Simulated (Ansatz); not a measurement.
## From F to I: the atomisation energy (no zero-point term)

All atoms of one element are swapped for its congeners: SiF3 (trifluorosilyl) `F[Si](F)F`; SiCl3 `Cl[Si](Cl)Cl`; SiI3 (triiodosilyl) `I[Si](I)I`. The Br member is missing. All are doublets with charge 0.

Shapes, held fixed at every level: PBE0-D4/def2-TZVP. Programs: Ansatz 0.2.0. Values in eV.

Task: How should the atomisation energy change along the series?

Result: At CCSD(T)/def2-TZVPP the atomisation energy falls at every step, from 16.99 to 7.92 eV. Every level shows the same order. Open shells run unrestricted unless RO is named. For atoms past krypton def2 sets carry core potentials with scalar relativity. Correlated rows may include outer-core shells of I, which these sets cover unevenly. Spin-orbit coupling, which grows down the group, is left out (summed over each molecule's free atoms 0.07, 0.13, 0.96 eV).

```
              level   SiF3  SiCl3  SiI3
        HF/def2-SVP  12.08   8.36  4.95
  PBE-D4/def2-TZVPP  17.83  12.38  8.98
BHLYP-D4/def2-TZVPP  16.45  11.38  8.00
 wB97X-V/def2-TZVPP  17.44  12.04  8.33
  B2PLYP/def2-TZVPP  17.34  11.60  8.07
     MP2/def2-TZVPP  18.12  12.11  8.64
 CCSD(T)/def2-TZVPP  16.99  11.36  7.92
```
